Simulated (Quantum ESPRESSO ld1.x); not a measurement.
All-electron atom: Er0.2+ in [Ar] 3d10 4s1.8 4p6 4d10 4f12 5s2 5p6 6s2 (fractional occupations, a model configuration). Method: Dirac Kohn-Sham, PW91, spin-unpolarised, spherical densities, point nucleus; open shells fill j = l - 1/2 first; computed with ld1.x of Quantum ESPRESSO 7.5.

X-ray form factor f0, the Fourier transform of the density (f0(0) = 67.8):

| sin(theta)/lambda (1/angstrom) | f0 (electrons) |
|---|---|
| 0.05 | 66.590 |
| 0.1 | 63.766 |
| 0.15 | 60.448 |
| 0.2 | 57.024 |
| 0.25 | 53.571 |
| 0.3 | 50.177 |
| 0.4 | 43.956 |
| 0.5 | 38.725 |
| 0.6 | 34.363 |
| 0.8 | 27.519 |
| 1 | 22.615 |
| 1.25 | 18.621 |
| 1.5 | 16.115 |
| 2 | 12.606 |
